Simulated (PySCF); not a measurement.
## Working out the ionisation energy of Ce

Ce [Xe] 4f1 5d1 6s2 (high-spin determinant) → Ce⁺ [Xe] 4f1 5d2 (high-spin determinant). Computed with PySCF 2.14 in ANO-RCC-VTZP (8s7p5d3f2g1h, 104 functions), with the spin-free X2C one-electron Hamiltonian (Gaussian nucleus). Frozen: [Kr] 4d10. Energies in hartree (1 hartree = 27.21139 eV):

| part | Ce (lower) | Ce⁺ (upper) |
| --- | --- | --- |
| UHF | -8855.942830 | -8855.780259 |
| CCSD correlation | -0.311762 | -0.274905 |
| (T) | -0.015921 | -0.009938 |

What does Hartree-Fock give?

(-8855.780259) − (-8855.942830) = 0.162571 hartree = 4.424 eV.

What do CCSD and CCSD(T) give?

The CCSD correlation energies differ by 0.036857 hartree = 1.003 eV and the triples by 0.005983 hartree = 0.163 eV, so CCSD gives 5.427 eV and CCSD(T) 5.590 eV.

A first-order spin-orbit estimate adds -0.035 eV to CCSD(T) (valence), giving 5.555 eV against 5.539 eV (measured; NIST Atomic Spectra Database, ionization energies).

One determinant mixes LS terms, so it does not stand for a single term.

What remains against the reference includes basis incompleteness, the frozen core and higher excitations.
